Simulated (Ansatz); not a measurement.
`C/[C]([AlH2])=C\F`, charge 0, multiplicity 1.

Task: Give a relaxed structure at PBE0-D4/def2-TZVP (Ansatz). (Estimate.)

Result: Computed: 
Z-matrix (Å, degrees):
```
C
C 1 1.502
H 1 1.094 2 110.9
H 1 1.094 2 110.9 3 -117.8
H 1 1.091 2 112.5 3 121.1
Al 2 1.937 1 125.7 3 59.0
C 2 1.330 1 121.7 3 -121.0
H 6 1.587 2 117.5 1 180.0
H 6 1.587 2 120.6 1 -0.0
F 7 1.343 2 123.6 1 -0.0
H 7 1.086 2 125.8 1 180.0
```
Point group Cs.
This is one stationary point; other conformers may exist.
